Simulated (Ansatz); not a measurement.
H5NS2Si (`N[SiH2]SS`). Charge 0, multiplicity 1.

Cartesian coordinates in Å:
```
N -1.0955 0.9023 -0.1971
Si -0.1636 -0.3250 -0.9300
S 0.8068 -1.7267 0.3918
S 2.0166 -0.3609 1.3586
H -1.9388 0.6821 0.3077
H -0.6370 1.7136 0.1848
H 0.8888 0.3434 -1.7272
H -1.0504 -1.1956 -1.7434
H 1.1730 -0.0331 2.3549
```

Problem. What are the harmonic wavenumbers in cm⁻¹ at PBE0-D4/def2-TZVP (Ansatz, finite differences of forces, unscaled)? (Estimate.)

Solution. Computed: 84, 136, 216, 262, 271, 404, 474, 525, 531, 740, 858, 870, 887, 907, 921, 1581, 2227, 2257, 2673, 3605, 3701.

Problem. Is this a minimum?

Solution. Yes, all 21 modes are real.

Problem. Give the ideal-gas thermochemistry at 298.15 K and 1 bar (rigid rotor, harmonic oscillator; point group C1, symmetry number 1).

Solution. Zero-point energy 144.3 kJ/mol; H(298) − E = 165.4 kJ/mol; entropy 347.3 J/(mol·K), of which translation 167.6, rotation 113.7, vibration 65.9; G(298) − E = 61.8 kJ/mol. Modes under 100 cm⁻¹ are hindered rotations or soft bends, so the harmonic entropy is rough.

Problem. And at 400, 500, 600, 800 and 1000 K?

Solution. 
```
T (K)  H − E (kJ/mol)  S (J/mol/K)  G − E (kJ/mol)
  400           177.2        381.3            24.7
  500           190.2        410.2           -14.9
  600           204.3        435.8           -57.2
  800           234.7        479.5          -148.9
 1000           267.4        516.0          -248.6
```
